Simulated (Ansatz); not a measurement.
Spectroscopic constants of CsSr, multiplicity 4 (an upper state: multiplicity 2 came lower at CCSD(T)/def2-TZVPP on PBE0 minima). No spin–orbit coupling.

Constants: fifth-degree fit in 1/R to seven points, most abundant isotopes. Runs in def2 and cc sets follow the lowest solution found near the PBE0 minimum.

Programs: Ansatz (a program for electronic structure).  In def2 rows elements past Kr take small-core potentials, without spin–orbit coupling.

| level | r_e (Å) | ω_e (cm⁻¹) | ω_e x_e (cm⁻¹) | dipole (D) |
|---|---|---|---|---|
| PBE/def2-TZVPP | 4.417 | (withheld) | 0.14 | 1.79 |
| PBE0/def2-TZVPP | 4.452 | 51 | 0.15 | 3.55 |
| wB97X-V/def2-TZVPP | (withheld) | (withheld) | 0.22 | 6.16 |

Q: Fill in the missing entries.

A: 
- wB97X-V/def2-TZVPP, r_e (Å): 4.543
- wB97X-V/def2-TZVPP, ω_e (cm⁻¹): 50
- PBE/def2-TZVPP, ω_e (cm⁻¹): 51
